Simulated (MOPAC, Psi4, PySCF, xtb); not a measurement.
Relaxed torsion scan: C8H8O2, SMILES Cc1ccccc1C(=O)O. Scanned: dihedral O9–C8–O10–H18; all other coordinates were relaxed at GFN2-xTB. Points at φ and −φ are mirror images. Heavy atoms are numbered in the order of the SMILES Cc1ccccc1C(=O)O, hydrogens after them in the order of the atoms that carry them; the mirror image has the same energies with the sign of each dihedral reversed.

Methods: RKS-B3LYP/6-31G* = restricted B3LYP/6-31G*, spherical d, density fitting // GFN2-xTB (PySCF); PM7, restricted, heats of formation // GFN2-xTB (MOPAC); GFN1-xTB // GFN2-xTB (xtb); PBE-D3(BJ)/def2-SVP // GFN2-xTB (Psi4).

Energies relative to the lowest point of each profile, in kcal/mol; the last columns give the difference from PBE-D3(BJ):

```json
[
 {"φ / °": "-165", "RKS-B3LYP/6-31G*": "6.6", "PM7": "6.5", "GFN1-xTB": "8.5", "PBE-D3(BJ)/def2-SVP": "5.8", "RKS-B3LYP/6-31G* − PBE-D3(BJ)/def2-SVP": "0.8", "PM7 − PBE-D3(BJ)/def2-SVP": "0.7", "GFN1-xTB − PBE-D3(BJ)/def2-SVP": "2.7"},
 {"φ / °": "-150", "RKS-B3LYP/6-31G*": "7.5", "PM7": "6.9", "GFN1-xTB": "9.3", "PBE-D3(BJ)/def2-SVP": "6.8", "RKS-B3LYP/6-31G* − PBE-D3(BJ)/def2-SVP": "0.7", "PM7 − PBE-D3(BJ)/def2-SVP": "0.1", "GFN1-xTB − PBE-D3(BJ)/def2-SVP": "2.5"},
 {"φ / °": "-135", "RKS-B3LYP/6-31G*": "9.2", "PM7": "7.7", "GFN1-xTB": "10.6", "PBE-D3(BJ)/def2-SVP": "8.7", "RKS-B3LYP/6-31G* − PBE-D3(BJ)/def2-SVP": "0.5", "PM7 − PBE-D3(BJ)/def2-SVP": "-1.0", "GFN1-xTB − PBE-D3(BJ)/def2-SVP": "1.9"},
 {"φ / °": "-120", "RKS-B3LYP/6-31G*": "11.2", "PM7": "8.5", "GFN1-xTB": "11.8", "PBE-D3(BJ)/def2-SVP": "10.8", "RKS-B3LYP/6-31G* − PBE-D3(BJ)/def2-SVP": "0.4", "PM7 − PBE-D3(BJ)/def2-SVP": "-2.3", "GFN1-xTB − PBE-D3(BJ)/def2-SVP": "1.0"},
 {"φ / °": "-105", "RKS-B3LYP/6-31G*": "12.6", "PM7": "8.8", "GFN1-xTB": "12.5", "PBE-D3(BJ)/def2-SVP": "12.4", "RKS-B3LYP/6-31G* − PBE-D3(BJ)/def2-SVP": "0.2", "PM7 − PBE-D3(BJ)/def2-SVP": "-3.5", "GFN1-xTB − PBE-D3(BJ)/def2-SVP": "0.1"},
 {"φ / °": "-90", "RKS-B3LYP/6-31G*": "12.7", "PM7": "8.5", "GFN1-xTB": "12.1", "PBE-D3(BJ)/def2-SVP": "12.7", "RKS-B3LYP/6-31G* − PBE-D3(BJ)/def2-SVP": "0.1", "PM7 − PBE-D3(BJ)/def2-SVP": "-4.2", "GFN1-xTB − PBE-D3(BJ)/def2-SVP": "-0.5"},
 {"φ / °": "-75", "RKS-B3LYP/6-31G*": "11.5", "PM7": "7.3", "GFN1-xTB": "10.6", "PBE-D3(BJ)/def2-SVP": "11.4", "RKS-B3LYP/6-31G* − PBE-D3(BJ)/def2-SVP": "0.1", "PM7 − PBE-D3(BJ)/def2-SVP": "-4.0", "GFN1-xTB − PBE-D3(BJ)/def2-SVP": "-0.7"},
 {"φ / °": "-60", "RKS-B3LYP/6-31G*": "8.9", "PM7": "5.5", "GFN1-xTB": "8.2", "PBE-D3(BJ)/def2-SVP": "8.8", "RKS-B3LYP/6-31G* − PBE-D3(BJ)/def2-SVP": "0.1", "PM7 − PBE-D3(BJ)/def2-SVP": "-3.3", "GFN1-xTB − PBE-D3(BJ)/def2-SVP": "-0.6"},
 {"φ / °": "-45", "RKS-B3LYP/6-31G*": "5.8", "PM7": "3.5", "GFN1-xTB": "5.3", "PBE-D3(BJ)/def2-SVP": "5.7", "RKS-B3LYP/6-31G* − PBE-D3(BJ)/def2-SVP": "0.1", "PM7 − PBE-D3(BJ)/def2-SVP": "-2.2", "GFN1-xTB − PBE-D3(BJ)/def2-SVP": "-0.4"},
 {"φ / °": "-30", "RKS-B3LYP/6-31G*": "2.9", "PM7": "1.7", "GFN1-xTB": "2.6", "PBE-D3(BJ)/def2-SVP": "2.8", "RKS-B3LYP/6-31G* − PBE-D3(BJ)/def2-SVP": "0.1", "PM7 − PBE-D3(BJ)/def2-SVP": "-1.1", "GFN1-xTB − PBE-D3(BJ)/def2-SVP": "-0.2"},
 {"φ / °": "-15", "RKS-B3LYP/6-31G*": "0.8", "PM7": "0.4", "GFN1-xTB": "0.7", "PBE-D3(BJ)/def2-SVP": "0.7", "RKS-B3LYP/6-31G* − PBE-D3(BJ)/def2-SVP": "0.0", "PM7 − PBE-D3(BJ)/def2-SVP": "-0.3", "GFN1-xTB − PBE-D3(BJ)/def2-SVP": "-0.1"},
 {"φ / °": "0", "RKS-B3LYP/6-31G*": "0.0", "PM7": "0.0", "GFN1-xTB": "0.0", "PBE-D3(BJ)/def2-SVP": "0.0", "RKS-B3LYP/6-31G* − PBE-D3(BJ)/def2-SVP": "0.0", "PM7 − PBE-D3(BJ)/def2-SVP": "0.0", "GFN1-xTB − PBE-D3(BJ)/def2-SVP": "0.0"},
 {"φ / °": "15", "RKS-B3LYP/6-31G*": "0.8", "PM7": "0.4", "GFN1-xTB": "0.7", "PBE-D3(BJ)/def2-SVP": "0.7", "RKS-B3LYP/6-31G* − PBE-D3(BJ)/def2-SVP": "0.0", "PM7 − PBE-D3(BJ)/def2-SVP": "-0.3", "GFN1-xTB − PBE-D3(BJ)/def2-SVP": "-0.1"},
 {"φ / °": "30", "RKS-B3LYP/6-31G*": "2.9", "PM7": "1.7", "GFN1-xTB": "2.6", "PBE-D3(BJ)/def2-SVP": "2.8", "RKS-B3LYP/6-31G* − PBE-D3(BJ)/def2-SVP": "0.1", "PM7 − PBE-D3(BJ)/def2-SVP": "-1.1", "GFN1-xTB − PBE-D3(BJ)/def2-SVP": "-0.2"},
 {"φ / °": "45", "RKS-B3LYP/6-31G*": "5.8", "PM7": "3.5", "GFN1-xTB": "5.3", "PBE-D3(BJ)/def2-SVP": "5.7", "RKS-B3LYP/6-31G* − PBE-D3(BJ)/def2-SVP": "0.1", "PM7 − PBE-D3(BJ)/def2-SVP": "-2.2", "GFN1-xTB − PBE-D3(BJ)/def2-SVP": "-0.4"},
 {"φ / °": "60", "RKS-B3LYP/6-31G*": "8.9", "PM7": "5.5", "GFN1-xTB": "8.2", "PBE-D3(BJ)/def2-SVP": "8.8", "RKS-B3LYP/6-31G* − PBE-D3(BJ)/def2-SVP": "0.1", "PM7 − PBE-D3(BJ)/def2-SVP": "-3.3", "GFN1-xTB − PBE-D3(BJ)/def2-SVP": "-0.6"},
 {"φ / °": "75", "RKS-B3LYP/6-31G*": "11.5", "PM7": "7.3", "GFN1-xTB": "10.6", "PBE-D3(BJ)/def2-SVP": "11.4", "RKS-B3LYP/6-31G* − PBE-D3(BJ)/def2-SVP": "0.1", "PM7 − PBE-D3(BJ)/def2-SVP": "-4.0", "GFN1-xTB − PBE-D3(BJ)/def2-SVP": "-0.7"},
 {"φ / °": "90", "RKS-B3LYP/6-31G*": "12.7", "PM7": "8.5", "GFN1-xTB": "12.1", "PBE-D3(BJ)/def2-SVP": "12.7", "RKS-B3LYP/6-31G* − PBE-D3(BJ)/def2-SVP": "0.1", "PM7 − PBE-D3(BJ)/def2-SVP": "-4.2", "GFN1-xTB − PBE-D3(BJ)/def2-SVP": "-0.5"},
 {"φ / °": "105", "RKS-B3LYP/6-31G*": "12.6", "PM7": "8.8", "GFN1-xTB": "12.5", "PBE-D3(BJ)/def2-SVP": "12.4", "RKS-B3LYP/6-31G* − PBE-D3(BJ)/def2-SVP": "0.2", "PM7 − PBE-D3(BJ)/def2-SVP": "-3.5", "GFN1-xTB − PBE-D3(BJ)/def2-SVP": "0.1"},
 {"φ / °": "120", "RKS-B3LYP/6-31G*": "11.2", "PM7": "8.5", "GFN1-xTB": "11.8", "PBE-D3(BJ)/def2-SVP": "10.8", "RKS-B3LYP/6-31G* − PBE-D3(BJ)/def2-SVP": "0.4", "PM7 − PBE-D3(BJ)/def2-SVP": "-2.3", "GFN1-xTB − PBE-D3(BJ)/def2-SVP": "1.0"},
 {"φ / °": "135", "RKS-B3LYP/6-31G*": "9.2", "PM7": "7.7", "GFN1-xTB": "10.6", "PBE-D3(BJ)/def2-SVP": "8.7", "RKS-B3LYP/6-31G* − PBE-D3(BJ)/def2-SVP": "0.5", "PM7 − PBE-D3(BJ)/def2-SVP": "-1.0", "GFN1-xTB − PBE-D3(BJ)/def2-SVP": "1.9"},
 {"φ / °": "150", "RKS-B3LYP/6-31G*": "7.5", "PM7": "6.9", "GFN1-xTB": "9.3", "PBE-D3(BJ)/def2-SVP": "6.8", "RKS-B3LYP/6-31G* − PBE-D3(BJ)/def2-SVP": "0.7", "PM7 − PBE-D3(BJ)/def2-SVP": "0.1", "GFN1-xTB − PBE-D3(BJ)/def2-SVP": "2.5"},
 {"φ / °": "165", "RKS-B3LYP/6-31G*": "6.6", "PM7": "6.5", "GFN1-xTB": "8.5", "PBE-D3(BJ)/def2-SVP": "5.8", "RKS-B3LYP/6-31G* − PBE-D3(BJ)/def2-SVP": "0.8", "PM7 − PBE-D3(BJ)/def2-SVP": "0.7", "GFN1-xTB − PBE-D3(BJ)/def2-SVP": "2.7"},
 {"φ / °": "180", "RKS-B3LYP/6-31G*": "6.7", "PM7": "6.4", "GFN1-xTB": "8.4", "PBE-D3(BJ)/def2-SVP": "5.8", "RKS-B3LYP/6-31G* − PBE-D3(BJ)/def2-SVP": "0.9", "PM7 − PBE-D3(BJ)/def2-SVP": "0.6", "GFN1-xTB − PBE-D3(BJ)/def2-SVP": "2.6"}
]
```

RKS-B3LYP/6-31G* is furthest from PBE-D3(BJ)/def2-SVP at 180 (0.9 kcal/mol, above); its mean absolute difference over the points is 0.3 kcal/mol.

PM7 is furthest from PBE-D3(BJ)/def2-SVP at -90 (-4.2 kcal/mol, below); its mean absolute difference over the points is 1.9 kcal/mol.

GFN1-xTB is furthest from PBE-D3(BJ)/def2-SVP at -165 (2.7 kcal/mol, above); its mean absolute difference over the points is 1.0 kcal/mol.
